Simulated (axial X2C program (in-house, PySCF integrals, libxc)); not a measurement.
# Low determinants of MoS⁻ at the PBE0 level, 2c

Computed with an in-house relativistic program for diatomic molecules. Two-component (2c) means X2C with spin–orbit coupling and atomic mean-field two-electron Coulomb and Gaunt terms. Basis: Mo dyall-acv3z [12s13p10d5f3g], S dyall-av3z [9s8p3d2f] (cores contracted in-house); Gaussian nuclei, density fitting, unrestricted open shells. Masses: Mo 97.905 u, S 31.972 u.

Search at 2.213 Å (vertical energies from the lowest determinant):

| ΔE (eV) | state | electrons beyond evenly filled partner blocks | electrons in ±ω = 1/2, 3/2, 5/2, 7/2 |
| --- | --- | --- | --- |
| 0.00 | Ω = 5/2 | ω = 5/2 | 40 16 3 0 |
| 0.63 | Ω = 3/2 | ω = 1/2, ω = -3/2, ω = 5/2 | 41 15 3 0 |
| 0.64 | Ω = 1/2 | ω = -1/2, ω = -3/2, ω = 5/2 | 41 15 3 0 |
| 0.71 | Ω = 7/2 | 2 × ω = 1/2, ω = 5/2 | 40 16 3 0 |
| 1.36 | Ω = 3/2 | 2 × ω = -1/2, ω = 5/2 | 40 16 3 0 |
| 1.51 | Ω = 1/2 | 2 × ω = 3/2, ω = -5/2 | 40 16 3 0 |
| 1.59 | Ω = 3/2 | ω = 1/2, ω = -3/2, ω = 5/2 | 39 17 3 0 |

Lowest determinant, Ω = 5/2 (⟨Sz⟩ = 2.50, ⟨Lz⟩ = 0.00 at PBE0): Re = 2.209 Å, ωe = 439.6 cm⁻¹.

The determinant in row 2 of the search, Ω = 3/2 (⟨Sz⟩ = 2.50, ⟨Lz⟩ = -1.00 at PBE0), was followed along the bond at PBE0; measured from the minimum of the lowest determinant it gives:

Te = 0.634 eV (5114 cm⁻¹), Re = 2.223 Å, ωe = 406.0 cm⁻¹.

(1) Compare the bond of the determinant in row 2 with that of the lowest one.

The search compares states at one distance, so a state with another bond length can lie lower; it is not exhaustive and yields mostly the lowest determinant of each block pattern, so other components and higher states of one pattern are missing. These are energies of single determinants, not of spin-adapted states; PBE0 term energies can be off by some tenths of an eV, and the functional has no current term. The lowest determinant need not be the ground state where others lie within half an eV. For an anion, determinants above electron detachment are held by the basis set. The highest occupied level of some functionals is positive through self-interaction error; at Hartree–Fock it is bound. Row 2 has a positive highest level at its minimum.

Results:

(1) At PBE0 its Re is 0.014 Å longer and its force constant, which goes as ωe², is 0.85 times that of the lowest determinant. T0 ≈ Te + Δωe/2 = 5114 + (-17) = 5097 cm⁻¹.
